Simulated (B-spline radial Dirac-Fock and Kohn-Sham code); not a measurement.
Ionisation of each subshell: Nd

System: neutral neodymium in the configuration 1s2 2s2 2p6 3s2 3p6 3d10 4s2 4p6 4d10 4f4 5s2 5p6 6s1 6p1 (not the ground configuration); nuclear rms radius 4.9123 fm (A = 142).

Input of the calculation (task.json; shells as n, l, electrons):

```json
{"items": [{
  "Z": 60,
  "q": 0,
  "cfg": [[1, 0, 2], [2, 0, 2], [2, 1, 6], [3, 0, 2], [3, 1, 6], [3, 2, 10], [4, 0, 2], [4, 1, 6], [4, 2, 10], [4, 3, 4], [5, 0, 2], [5, 1, 6], [6, 0, 1], [6, 1, 1]],
  "A": 142,
  "rrms": 4.9123,
  "do": ["binding"]
}]}
```

Launch: `python xray_run.py task.json out`

Level of theory: multi-electron Dirac-Fock with separately optimised hole states, Breit and Lamb-shift corrections added in first order; a B-spline atomic structure program. Correlation energy is missing from these numbers. Energies are counted from the vacuum level. Subshells whose hole state is unreliable or did not converge are left out.

All terms are in eV, carry their sign (relaxation lowers the binding energy) and add up to the binding energy; ⟨r⟩ is the mean radius of the orbital in the initial state.

```
  subshell  −ε (Koopmans)  relaxation    Breit     QED  binding energy  ⟨r⟩ (bohr)
    K (1s)        43823.0      -75.47  -115.15  -59.25         43573.1       0.024
   L1 (2s)         7200.2      -42.91   -11.66   -7.85          7137.8       0.100
L2 (2p1/2)         6794.0      -46.79   -19.47    0.40          6728.2       0.084
L3 (2p3/2)         6272.4      -44.98   -12.55   -0.48          6214.4       0.091
   M1 (3s)         1610.6      -22.33    -1.87   -1.70          1584.7       0.265
M2 (3p1/2)         1436.6      -22.98    -3.29    0.07          1410.4       0.255
M3 (3p3/2)         1330.1      -22.19    -1.91   -0.10          1305.9       0.267
M4 (3d3/2)         1031.0      -24.10    -1.22    0.16          1005.9       0.239
M5 (3d5/2)         1008.3      -23.79    -0.68    0.09           984.0       0.243
   N1 (4s)          342.1       -9.83    -0.34   -0.38           331.6       0.607
N2 (4p1/2)          274.3       -9.50    -0.61    0.03           264.2       0.625
N3 (4p3/2)          251.1       -9.02    -0.31   -0.01           241.7       0.651
N4 (4d3/2)          137.9       -8.33    -0.11    0.04           129.5       0.703
N5 (4d5/2)          133.8       -8.16    -0.01    0.03           125.6       0.713
 N6,7 (4f)          10.98       -5.26     0.10    0.02            5.84       1.043
O2 (5p1/2)          31.28       -2.16    -0.07    0.01           29.07       1.682
O3 (5p3/2)          28.04       -1.99    -0.03    0.00           26.02       1.767
   P1 (6s)           5.97       -0.23     0.00   -0.01            5.73       4.559
 P2,3 (6p)           3.15       -0.06     0.00    0.00            3.08       6.386
```

For the deepest level, K (1s), the Breit terms make up -0.264 % of the binding energy, QED -0.136 % and orbital relaxation -0.173 %.

Spin-orbit splittings: 2p 513.8 eV, 3p 104.5 eV, 3d 21.92 eV, 4p 22.49 eV, 4d 3.91 eV, 5p 3.05 eV.
